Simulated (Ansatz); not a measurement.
Cost and result for the atomization energy of CH$_{4}$BNO, SMILES `BOC=N` (8 atoms, 7 bonds).

```xyz
8

B     0.066   -0.689   -1.324
O    -0.163    0.514   -0.729
C    -0.025    0.721    0.604
N    -0.387   -0.133    1.446
H     0.584   -1.573   -0.712
H    -0.239   -0.759   -2.476
H     0.388    1.712    0.802
H    -0.224    0.206    2.390
```

Total charge 0; spin multiplicity 1. The structure was optimised at the PBE0-D4/def2-TZVP level. It is one conformer, not always the lowest. Program: Ansatz. All runs use 2 threads of an Arm Neoverse V1 on a shared host. Times are those of one run each, without the atoms' runs, and a repeat can differ threefold. Electronic energies, without spin–orbit coupling; frozen cores. CCSD(T)/CBS adds CCSD(T) − MP2 in def2-TZVPP to the MP2 limit, and its time is that of the two runs behind it. T1 = 0.015. B3LYP takes the VWN-RPA correlation (the form of Gaussian; ORCA's B3LYP/G). HSE06 is the plane-wave form, built on full-range PBE exchange.

CCSD(T)/CBS is a level of theory with its own doubt, some kJ/mol a heavy atom from the limit and from the frozen cores, so smaller differences don't rank the functionals.

| level | functions | wall time | atomization (kJ/mol) | difference from CCSD(T)/CBS | per bond |
| --- | --- | --- | --- | --- | --- |
| revPBE-D4/def2-TZVPP | 180 | 1.6 s | 3162.1 | 19.9 | 2.8 |
| BLYP-D4/def2-TZVPP | 180 | 1.6 s | 3195.1 | 52.9 | 7.6 |
| PBE-D4/def2-TZVPP (with forces) | 180 | 1.9 s | 3255.8 | 113.6 | 16.2 |
| CCSD(T)/def2-SVP | 76 | 2.1 s | 2985.4 | -156.8 | -22.4 |
| HSE06-D4/def2-TZVPP | 180 | 2.4 s | 3167.8 | 25.6 | 3.7 |
| CAM-B3LYP-D4/def2-TZVPP | 180 | 2.7 s | 3187.2 | 45.0 | 6.4 |
| B3LYP-D4/def2-TZVPP (with forces) | 180 | 2.8 s | 3174.1 | 31.9 | 4.5 |
| r2SCANh-D4/def2-TZVPP | 180 | 3.7 s | 3132.4 | -9.8 | -1.4 |
| PBE-QIDH/def2-TZVPP | 180 | 3.8 s | 3123.3 | -18.9 | -2.7 |
| B97M-V/def2-TZVPP | 180 | 8 s | 3157.8 | 15.6 | 2.2 |
| MP2/def2-QZVPP | 348 | 14 s | 3182.0 | 39.8 | 5.7 |
| CCSD(T)/def2-TZVPP | 180 | 41 s | 3055.6 | -86.6 | -12.4 |
| CCSD(T)/CBS(def2) | – | 54 s | 3142.2 | 0.0 | 0.0 |

From PBE to PBE0 (25 % exact exchange), in def2-TZVPP and without D4, the atomization energy moves by −89.3 kJ/mol: exact exchange takes away binding that semilocal exchange gives to molecules. In def2-TZVPP, CCSD(T) changes the Hartree–Fock value by +834.3 kJ/mol (the triples alone add +56.3 kJ/mol) and MP2 by +909.1 kJ/mol; breaking electron pairs costs correlation energy, which Hartree–Fock lacks. At CCSD(T), def2-SVP lies −156.8 kJ/mol from the extrapolated value and def2-TZVPP −86.6 kJ/mol: correlation converges slowly with the basis, and small sets miss more of it in the bonded molecule than in its fragments.
